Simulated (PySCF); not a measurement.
Point-charge models of `n1c(Cl)cc(cn1)C` against its computed dipole.

Coordinates (GFN2-xTB, Å) and charges (e) from the PBE0/pcSseg-1 density (PySCF):

```tsv
atom	x	y	z	Mulliken	IAO	Hirshfeld	ESP-fitted
C1	-1.838	-0.388	0.103	-0.1135	-0.4311	-0.1069	-0.7473
C2	-0.414	0.041	-0.003	-0.3914	+0.0277	+0.0280	+0.2375
C3	-0.053	1.386	-0.172	+0.2090	-0.0476	+0.0075	+0.3157
N4	1.192	1.797	-0.256	-0.2237	-0.1377	-0.0990	-0.3496
N5	2.177	0.955	-0.182	-0.2187	-0.1621	-0.1182	-0.2763
C6	1.926	-0.328	-0.023	+0.1066	+0.0959	+0.0680	+0.4021
Cl7	3.287	-1.369	0.061	-0.0545	+0.0005	-0.0176	-0.1272
C8	0.637	-0.856	0.073	+0.0831	-0.1700	-0.0499	-0.2966
H9	-2.484	0.282	-0.458	+0.1348	+0.1602	+0.0563	+0.2020
H10	-2.150	-0.361	1.147	+0.1525	+0.1692	+0.0578	+0.2210
H11	-1.964	-1.405	-0.261	+0.1323	+0.1590	+0.0555	+0.2335
H12	-0.802	2.162	-0.246	+0.0925	+0.1647	+0.0593	+0.0235
H13	0.481	-1.916	0.199	+0.0910	+0.1712	+0.0592	+0.1616
```

Q: What dipole does each set of charges give (1 e·Å = 4.803 D), and what does the density give?

A: The full density gives (-4.59, -2.38, 0.49) D, 5.20 D in size; dipole vectors point from the negative to the positive end.

```
    scheme     μx     μy    μz  size (D)  share of the full size (%)  angle to the full dipole (°)
  Mulliken  -6.04  -2.41  0.60      6.53                         126                             6
       IAO  -3.74  -1.91  0.42      4.22                          81                             0
 Hirshfeld  -2.60  -1.26  0.25      2.90                          56                             2
ESP-fitted  -4.66  -2.25  0.46      5.19                         100                             2
```

Q: Which set comes closest?

A: Length of the difference vector: ESP-fitted 0.14 D, IAO 0.97 D, Mulliken 1.45 D, Hirshfeld 2.30 D. Closest: ESP-fitted. The schemes that divide the density aren't constrained to reproduce the dipole.

Q: What is left for the Hirshfeld atoms' own dipoles?

A: The Hirshfeld atoms' densities add up to the full density, so μ = Σ q r + Σ (atomic dipoles). The atomic dipoles sum to (-4.59, -2.38, 0.49) − (-2.60, -1.26, 0.25) = (-1.99, -1.12, 0.24) D, 2.30 D in size.

Q: With the origin at the mean of the coordinates, (0.000, 0.000, -0.001) Å, which are the largest single terms, by size, of the ESP-fitted dipole along the direction of the full one?

A: C1 -6.50, N4 +3.19, N5 +3.16, C6 -3.00, H11 +2.64 D; all 13 atoms together +5.19 D. The single terms depend on the origin, their sum doesn't.

Q: Give the size of the full dipole in other units.

A: 5.20 D = 2.045 au = 1.082 e·Å = 17.33 × 10⁻³⁰ C·m.

Geometry: GFN2-xTB; no solvent, vibrations or thermal averaging. GFN2-xTB frequencies show an imaginary mode (28i cm⁻¹), so this geometry is no minimum at that level.

These values come from a run that also computed NMR shieldings. Time: 37 s of wall time; peak memory 0.74 GiB. Hardware: Arm Neoverse N1, one thread, shared host with 64 logical CPUs at a one-minute load of 58.
